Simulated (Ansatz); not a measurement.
Ansatz (a quantum-chemistry and plane-wave program) input (RI-MP2/def2-QZVPPD):
A basis named .json is the Basis Set Exchange file of that set.

Ansatz 0.2 input:
```yaml
crystal:
  periodic: [false, false, false]
  atoms:
    - {symbol: O, position_ang: [-1.01174803, 2.26466658, -0.35369078]}
    - {symbol: B, position_ang: [-1.21318727, 1.04720973, -0.14768637]}
    - {symbol: O, position_ang: [-2.31461324, 0.20640591, 0.01506773]}
    - {symbol: I, position_ang: [0.67491607, -0.48635579, 0.06621725]}
    - {symbol: H, position_ang: [-3.09372530, 0.77222811, -0.06209826]}
basis:
  gaussian:
    orbitals: def2-QZVPPD.json
    fitting: {mean_field: def2-universal-jkfit, correlation: def2-QZVPPD-RIFIT.json}
total_charge: -1
magnetization: {spin_polarized: false}
correlation: {method: mp2, electrons: outside_noble_gas}
```

End of the output:

```
integrals: 0.40 GiB planned
465 factors; integrals over basis functions are off by at most 1.3e0 eV
0.66 GiB of device memory are held for the factors and their scratch space
mean field: 1.02 GiB planned
mean field evaluation 1: about -12838.7974 eV, gradient 3.5e1 eV
mean field evaluation 2: about -12840.3485 eV, gradient 2.6e1 eV
mean field evaluation 4: about -12841.4358 eV, gradient 1.3e0 eV
mean field evaluation 8: about -12841.4416 eV, gradient 2.4e-6 eV
mean field -12841.44164785 eV, -471.9142763166 hartree, gradient 2.4e-6 eV, S^2 0.000000; 0 other end points of the search recorded, 0 dependent functions left out
12 core orbitals not correlated
828 factors; their error is unknown
reference -12841.44164785 eV, -471.9142763166 hartree; 12, 12 occupied and 295, 295 virtual orbitals, 828 factors
second order -21.47063463 eV of doubles, -0.00000000 eV of singles
Total energy: -12862.91228248 eV, -472.7033075860 hartree
```

It need not be the lowest isomer of its formula. Whether it binds its extra electron was not tested at this geometry.
